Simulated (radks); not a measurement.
Tc20+, 23 electrons, occupied as [Ar] 3d5. All-electron calculation, scalar-relativistic Kohn-Sham, LDA (Slater exchange, VWN5 correlation), spin-polarised, spherical densities, finite nucleus; open shells are filled with parallel spins first (spin-orbit coupling, left out, can overturn this in heavy ions); Fermi nuclear charge, rms radius 4.4112 fm. Program: a radial shooting solver on a logarithmic mesh with Libxc functionals.

Normalised radial functions P(r) = r R(r), r in bohr:

r         2p down  3s down
0.002272   0.0136   0.1933
0.002541   0.0166   0.2124
0.002842   0.0203   0.2330
0.003179   0.0249   0.2551
0.003556   0.0304   0.2788
0.003977   0.0372   0.3041
0.004449   0.0455   0.3308
0.004976   0.0555   0.3588
0.005521   0.0669   0.3859
0.006176   0.0816   0.4160
0.006908   0.0994   0.4465
0.007726   0.1210   0.4771
0.008642   0.1470   0.5070
0.009666   0.1783   0.5354
0.01081    0.2158   0.5614
0.01209    0.2607   0.5836
0.01353    0.3139   0.6008
0.01501    0.3720   0.6106
0.01679    0.4451   0.6130
0.01878    0.5305   0.6047
0.021      0.6294   0.5836
0.02349    0.7429   0.5474
0.02628    0.8718   0.4940
0.02939    1.0166   0.4214
0.03287    1.1769   0.3282
0.03677    1.3517   0.2138
0.0408     1.5248   0.0892
0.04563    1.7197  -0.0631
0.05104    1.9182  -0.2302
0.05709    2.1135  -0.4060
0.06386    2.2973  -0.5819
0.07142    2.4597  -0.7467
0.07989    2.5898  -0.8869
0.08936    2.6766  -0.9875
0.09995    2.7100  -1.0330
0.1109     2.6861  -1.0133
0.124      2.5970  -0.9149
0.1387     2.4421  -0.7307
0.1552     2.2271  -0.4625
0.1736     1.9631  -0.1216
0.1942     1.6665   0.2706
0.2172     1.3571   0.6833
0.2429     1.0555   1.0792
0.2717     0.7802   1.4192
0.3015     0.5605   1.6540
0.3372     0.3697   1.7954
0.3771     0.2278   1.8106
0.4218     0.1301   1.7055
0.4718     0.0683   1.5029
0.5278     0.0326   1.2374
0.5903     0.0140   0.9489
0.6603     0.0054   0.6744
0.7385     0.0018   0.4415
0.8195     0.0006   0.2749
0.9166     0.0001   0.1501
1.025      0.0000   0.0735
1.147      0.0000   0.0319
1.283      0.0000   0.0121

2p down: eigenvalue -3354.6 eV, 0 radial nodes, <r> = 0.130 bohr, 90 % of the charge inside 0.211 bohr. 3s down: eigenvalue -1116.6 eV, 2 radial nodes at r = 0.0436, 0.180 bohr, <r> = 0.394 bohr, 90 % of the charge inside 0.576 bohr.
